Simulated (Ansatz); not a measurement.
Ta5⁻, relaxed as a singlet with RKS r2SCAN-D4/def2-SVPD in Ansatz, starting from the GFN2-xTB geometry. Force threshold 0.02 eV/Å.

In the def2 sets Ta takes a core potential; there is no spin–orbit coupling. The restricted singlet is unstable towards broken spin symmetry in Hartree–Fock (as tested in another run); at r2SCAN-D4/def2-SVPD this wasn't settled. The highest occupied level of the charge -1 singlet lies above zero (up to 0.22 eV). The electron is either unbound and held by the finite basis, or the level is raised by self-interaction error. Another isomer (singlet) lies 2.82 eV lower at PBE0-D4/def2-TZVPD; other spin states weren't run for this one.

Start:

| atom | x (Å) | y (Å) | z (Å) |
| --- | --- | --- | --- |
| Ta1 | 1.394 | 0.861 | -0.293 |
| Ta2 | 1.523 | -0.454 | 0.496 |
| Ta3 | -0.032 | -0.704 | 0.408 |
| Ta4 | -0.167 | 0.676 | -0.422 |
| Ta5 | -2.717 | -0.380 | -0.189 |

| step | energy (eV) | largest force component (eV/Å) | SCF passes |
| --- | --- | --- | --- |
| 1 | -7661.0470 | 150.083 | 69 |
| 2 | -7724.4964 | 44.439 | 52 |
| 3 | -7741.5072 | 19.838 | 102 |
| 4 | -7749.6163 | 6.356 | 63 |
| 5 | -7751.6224 | 3.750 | 57 |
| 6 | -7752.7434 | 1.740 | 50 |
| 7 | -7752.8757 | 2.434 | 56 |
| 8 | -7753.0774 | 1.673 | 53 |
| 9 | -7753.2496 | 0.843 | 43 |
| 10 | -7753.2731 | 0.159 | 42 |
| 11 | -7753.2755 | 0.116 | 39 |
| 12 | -7753.2766 | 0.036 | 32 |
| 13 | -7753.2770 | 0.027 | 37 |
| 14 | -7753.2772 | 0.003 | 38 |

Force components are those of the run's own axes.

End:

```xyz
5

Ta    1.942    1.450   -0.557
Ta    1.642   -0.530    0.560
Ta   -0.689   -1.491    0.771
Ta   -0.440    0.932   -0.615
Ta   -2.456   -0.362   -0.158
```

By distances, no bond broke or formed, bridged metal pairs apart. The bond that changes most is Ta1–Ta3, from 2.23 to 4.16 Å (atoms count from 1). Metal–metal contacts that move far: Ta1–Ta3 2.23 to 4.16 Å.

No frequencies were taken in this run, so the end may be a saddle point.

Hardware: 4 threads of Arm Neoverse N1 on a shared host. Wall time 3.5 min.
